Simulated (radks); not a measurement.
Task: The chromium ion Cr+, 23 electrons, occupied as [Ar] 3d5. All-electron calculation, Dirac Kohn-Sham, PBE, spin-unpolarised, spherical densities, point nucleus; open shells fill j = l - 1/2 first. Program: a radial shooting solver on a logarithmic mesh with Libxc functionals.

Spin-orbit splittings of the eigenvalues, e(l+1/2) - e(l-1/2), with zeta = 2 splitting/(2l+1) and mean radii in bohr:

shell  occ.  splitting (eV)  zeta (eV)  <r> j=l-1/2  <r> j=l+1/2
2p        6           8.650      5.767       0.2579       0.2607
3p        6               ?          ?       0.9621       0.9712
3d        5         0.07994    0.03198        1.414        1.421

Estimate the 3p splitting.

Result: 1.011 eV (zeta = 0.6739 eV).
